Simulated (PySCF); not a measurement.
Frontier orbitals and the lowest excitations

C3H11NSi2.
Structure used (PBE0-D3(BJ)/def2-SVP), in Å, numbered top down from 1:
```
atom  x, y, z in Å
C1     2.485   -1.070   -0.340
C2     1.652   -0.083   -0.011
C3     0.452    0.324   -0.815
N4    -0.797    0.253   -0.051
Si5   -1.346   -1.336    0.436
Si6   -1.503    1.755    0.484
H7     3.343   -1.332    0.286
H8     2.340   -1.655   -1.254
H9     1.811    0.479    0.918
H10    0.592    1.358   -1.181
H11    0.383   -0.309   -1.719
H12   -2.784   -1.224    0.816
H13   -0.595   -1.914    1.595
H14   -1.179   -2.266   -0.724
H15   -1.595    2.700   -0.672
H16   -0.694    2.440    1.545
H17   -2.859    1.467    1.034
```

Computed, not measured: PySCF, TDDFT wB97X-D/def2-SVPD, vertical, gas phase, core orbitals frozen in the response.

Kohn–Sham orbitals with the atoms that hold most of them (Löwdin shares over 4%, at most four atoms; ? is withheld):

| orbital | ε (eV) | atoms |
| --- | --- | --- |
| HOMO-3 | -11.48 | Si5 24%, H14 15%, Si6 13%, H13 11% |
| HOMO-2 | -11.24 | Si5 24%, Si6 19%, H12 16%, H17 13% |
| HOMO-1 | -9.75 | ? |
| HOMO | -8.88 | N4 49%, Si6 8%, Si5 7%, C2 6% |
| LUMO | 1.55 | ? |
| LUMO+1 | 2.02 | Si6 24%, Si5 20%, C2 9%, C1 8% |
| LUMO+2 | 2.23 | Si6 26%, Si5 15%, C2 9%, H16 8% |

(1) Which atoms hold the LUMO, and with what shares?

(2) Give the leading atoms of the HOMO-1.

(3) How does S1 compare with the orbital gap of 10.43 eV?

(4) Give energy, strength and leading configuration of S1 and S5, and follow the Löwdin shares of the leading atoms from the occupied to the empty orbital.

## Answers

(1) C1 (bonded to C and 2 H) 23%; C2 (bonded to 2 C and H) 19%; Si6 (bonded to N and 3 H) 10%; Si5 (bonded to N and 3 H) 8%. By element: carbon 42% or more, silicon 18%.

(2) C1 (bonded to C and 2 H) 35%; C2 (bonded to 2 C and H) 34%; C3 (bonded to C, N and 2 H) 8%; N4 (bonded to C and 2 Si) 4%. By element: carbon 77%, nitrogen 4%.

(3) S1 is at 6.05 eV (f = 0.017), 4.38 eV below the gap, made of HOMO→LUMO (89%). 

(4) 
- S1 (6.05 eV, f 0.017), HOMO→LUMO (89%): N4 49% → at most 8%, Si6 8% → 10%, C1 at most 7% → 23%, C2 6% → 19%
- S5 (7.41 eV, f 0.273), HOMO-1→LUMO (73%): C1 35% → 23%, C2 34% → 19%

One conformer stands for the species.
